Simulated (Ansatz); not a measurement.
One change: `C[N](C)[Ge][Cl]` becomes `C[N](C)[Mg][SH]`.

Ansatz, PBE0-D4/def2-TZVP geometries, multiplicity 1. Each molecule was computed in one conformer, which needn't be the lowest.

Scalar relativity is left out up to krypton.

```
                                        property  `C[N](C)[Ge][Cl]`
size of the dipole moment (B3LYP/def2-TZVPP) / D               3.09
             HOMO–LUMO gap (PBE/def2-TZVPP) / eV               3.47
         HOMO–LUMO gap (ωB97M-V/def2-TZVPP) / eV               9.47
           HOMO–LUMO gap (B3LYP/def2-TZVPP) / eV               4.95
           HOMO energy (ωB97M-V/def2-TZVPP) / eV              -9.30
            HOMO–LUMO gap (PBE0/def2-TZVPP) / eV               5.37
```

(1) What does the change do to each property? (Estimate.)

## Answers

(1) Computed: 
```csv
property,`C[N](C)[Mg][SH]`,shift
size of the dipole moment (B3LYP/def2-TZVPP) / D,1.34,-1.75
HOMO–LUMO gap (PBE/def2-TZVPP) / eV,2.53,-0.94
HOMO–LUMO gap (ωB97M-V/def2-TZVPP) / eV,8.09,-1.38
HOMO–LUMO gap (B3LYP/def2-TZVPP) / eV,4.01,-0.94
HOMO energy (ωB97M-V/def2-TZVPP) / eV,-7.93,1.37
HOMO–LUMO gap (PBE0/def2-TZVPP) / eV,4.45,-0.92
```

With PBE0 the HOMO rises by 1.48 eV and the LUMO rises by 0.55 eV, so the gap narrows by about 0.93 eV. PBE moves the HOMO by 1.49 eV and ωB97M-V by 1.37 eV. The zero-point energy changes by 16.1 kJ/mol with +3 modes. Dipoles are sizes alone; their direction can turn.

B3LYP here is the variant with VWN-RPA as its local correlation; programs differ in this.
